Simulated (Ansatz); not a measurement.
Job for Ansatz (a first-principles code): R-B97M-V/def2-TZVPP on C4H8O2 (SMILES C1COCCO1).

Ansatz 0.2 input:
```yaml
crystal:
  periodic: [false, false, false]
  atoms:
    - {symbol: C, position_ang: [0.67675576, 1.19441817, -0.31506638]}
    - {symbol: C, position_ang: [1.36231093, -0.04445725, 0.23207113]}
    - {symbol: O, position_ang: [0.44679413, -0.83665393, 0.97775152]}
    - {symbol: C, position_ang: [-0.67675723, -1.19442589, 0.18313201]}
    - {symbol: C, position_ang: [-1.36231955, 0.04445926, -0.36396680]}
    - {symbol: O, position_ang: [-0.44680891, 0.83664693, -1.10966572]}
    - {symbol: H, position_ang: [0.35546901, 1.83652877, 0.51665725]}
    - {symbol: H, position_ang: [1.35069986, 1.76121044, -0.95859536]}
    - {symbol: H, position_ang: [2.17196000, 0.22544329, 0.91119236]}
    - {symbol: H, position_ang: [1.77580483, -0.63456592, -0.59744070]}
    - {symbol: H, position_ang: [-0.35544855, -1.83649623, -0.64861466]}
    - {symbol: H, position_ang: [-1.35069081, -1.76125961, 0.82663457]}
    - {symbol: H, position_ang: [-2.17199823, -0.22541206, -1.04306362]}
    - {symbol: H, position_ang: [-1.77577124, 0.63456402, 0.46556936]}
basis:
  gaussian:
    orbitals: def2-TZVPP
hamiltonian:
  xc: {name: B97M-V}
scf: {lower_state_search: off}
```

Program output:

```
WARN ansatz: RAYON_NUM_THREADS=6 ignored (pool sized by the plan → 6); use --threads N
Functional definition: B97M-V
these checks for a lower state are left out or cut short: stability, starts, cluster_reference, orbital_swaps, neighbouring_geometries, increment
integrals: 0.27 GiB planned
1494 factors; their error is unknown
mean field: 2.19 GiB planned
mean field evaluation 1: about -8365.3920 eV, gradient 6.2e1 eV
mean field evaluation 2: about -8355.5060 eV, gradient 9.1e1 eV
mean field evaluation 4: about -8374.0340 eV, gradient 6.4e0 eV
mean field evaluation 8: about -8374.0916 eV, gradient 4.3e-1 eV
mean field evaluation 16: about -8374.0377 eV, gradient 6.5e-4 eV
mean field -8374.03772828 eV, -307.7402103875 hartree, gradient 1.2e-6 eV, S^2 0.000000; 0 other end points of the search recorded, 0 dependent functions left out
reference -8374.03778930 eV, -307.7402126301 hartree; 24, 24 occupied and 274, 274 virtual orbitals, 1494 factors
Total energy: -8374.03778930 eV, -307.7402126301 hartree
Checks for a lower state left out: stability, starts, cluster_reference, orbital_swaps, neighbouring_geometries, increment
```

Self-consistency was reached.

Cost: roughly 16 core-seconds.
